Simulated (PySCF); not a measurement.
# BeGa: energy against distance

Set-up: basis Be 6-31G(d,p), Ga 6-31G(d,p); no relativity; PySCF 2.14. Energies in eV from Be + Ga in their ground configurations at the same level. State: ²Π (doublet), unpaired electrons π ↑.

All columns are MN15. A positive dipole means Be(−)Ga(+).

```json
{"R (Å)": "2.070", "E (eV)": "-0.371", "μ (D)": "-1.41", "Mulliken charge on Be (basis-dependent)": "0.37", "HOMO (eV)": "-4.82", "LUMO (eV)": "-2.51", "Mayer bond order": "1.57", "⟨S²⟩": "0.75"}
{"R (Å)": "2.166", "E (eV)": "-0.547", "μ (D)": "-1.37", "Mulliken charge on Be (basis-dependent)": "0.34", "HOMO (eV)": "-4.68", "LUMO (eV)": "-2.40", "Mayer bond order": "1.49", "⟨S²⟩": "0.75"}
{"R (Å)": "2.263", "E (eV)": "-0.645", "μ (D)": "-1.32", "Mulliken charge on Be (basis-dependent)": "0.31", "HOMO (eV)": "-4.55", "LUMO (eV)": "-2.30", "Mayer bond order": "1.41", "⟨S²⟩": "0.75"}
{"R (Å)": "2.335", "E (eV)": "-0.682", "μ (D)": "-1.28", "Mulliken charge on Be (basis-dependent)": "0.28", "HOMO (eV)": "-4.48", "LUMO (eV)": "-2.23", "Mayer bond order": "1.34", "⟨S²⟩": "0.75"}
{"R (Å)": "2.407", "E (eV)": "-0.696", "μ (D)": "-1.23", "Mulliken charge on Be (basis-dependent)": "0.26", "HOMO (eV)": "-4.41", "LUMO (eV)": "-2.17", "Mayer bond order": "1.27", "⟨S²⟩": "0.76"}
{"R (Å)": "2.479", "E (eV)": "-0.695", "μ (D)": "-1.19", "Mulliken charge on Be (basis-dependent)": "0.24", "HOMO (eV)": "-4.35", "LUMO (eV)": "-2.11", "Mayer bond order": "1.20", "⟨S²⟩": "0.76"}
{"R (Å)": "2.575", "E (eV)": "-0.675", "μ (D)": "-1.13", "Mulliken charge on Be (basis-dependent)": "0.22", "HOMO (eV)": "-4.28", "LUMO (eV)": "-2.04", "Mayer bond order": "1.11", "⟨S²⟩": "0.76"}
{"R (Å)": "2.696", "E (eV)": "-0.634", "μ (D)": "-1.06", "Mulliken charge on Be (basis-dependent)": "0.19", "HOMO (eV)": "-4.22", "LUMO (eV)": "-1.96", "Mayer bond order": "0.99", "⟨S²⟩": "0.75"}
{"R (Å)": "2.840", "E (eV)": "-0.572", "μ (D)": "-0.98", "Mulliken charge on Be (basis-dependent)": "0.17", "HOMO (eV)": "-4.16", "LUMO (eV)": "-1.92", "Mayer bond order": "0.86", "⟨S²⟩": "0.75"}
{"R (Å)": "3.033", "E (eV)": "-0.487", "μ (D)": "-0.89", "Mulliken charge on Be (basis-dependent)": "0.14", "HOMO (eV)": "-4.11", "LUMO (eV)": "-1.88", "Mayer bond order": "0.70", "⟨S²⟩": "0.75"}
```

A fit through these points gives, at Re = 2.434 Å, μ = -1.22 D and dμ/dR = 0.611 D/Å; the reduced mass is 7.97 u.

Task: How strong is the fundamental in the double-harmonic approximation, I = 42.26·(dμ/dR)²/μred km/mol?

Result: I = 42.26·(0.611)²/7.97 = 1.98 km/mol at MN15.

Spin–orbit coupling is left out. The state was picked by a PBE0 search and need not be the measured ground state.
